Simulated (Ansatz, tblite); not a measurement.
Isomers of Zr3O6 (singlet), found by a short tight-binding search and relaxed with PBE-D4/def2-SVP in Ansatz.

In the def2 sets Zr takes a core potential; there is no spin–orbit coupling. The xTB rows come from tblite.

Other spin states were run for one of them alone.

A:

Cartesian coordinates in Å:
```
Zr 0.3516 -1.7508 -0.3481
Zr -0.9332 1.0752 -0.8222
Zr 1.1745 0.2720 1.3626
O -0.6336 -0.8218 -1.7521
O -2.5691 1.7698 -0.8584
O 0.4748 1.9024 0.5514
O -0.7072 -0.3454 0.7488
O 1.7505 -0.3389 -0.4413
O 1.0919 -1.7626 1.5593
```

B:

Cartesian coordinates in Å:
```
Zr -1.773 -1.123 -0.118
Zr 0.804 -0.323 1.444
Zr 0.073 1.117 -1.258
O -1.294 -0.823 1.676
O 0.779 1.456 -2.857
O 1.141 1.377 0.425
O -1.997 0.562 -0.924
O 0.122 -1.007 -0.569
O 2.144 -1.236 2.181
```

Estimate their order by electronic energy at PBE0-D4/def2-TZVP, counted from the lowest.

B (0.0) < A (75.5), in kJ/mol.

Do the other levels pick the same lowest one?

All that were run do. Energies above each level's lowest (kJ/mol):

```json
{"level": "GFN1-xTB", "A": "177.0", "B": "0.0"}
{"level": "GFN2-xTB", "A": "96.0", "B": "0.0"}
{"level": "PBE-D4/def2-TZVP", "A": "71.6", "B": "0.0"}
{"level": "r2SCAN-D4/def2-TZVP", "A": "63.7", "B": "0.0"}
{"level": "PBE0-D4/def2-TZVP", "A": "75.5", "B": "0.0"}
```
Point groups (tolerance 0.1 Å): A Cs, B Cs. Lower isomers may exist.
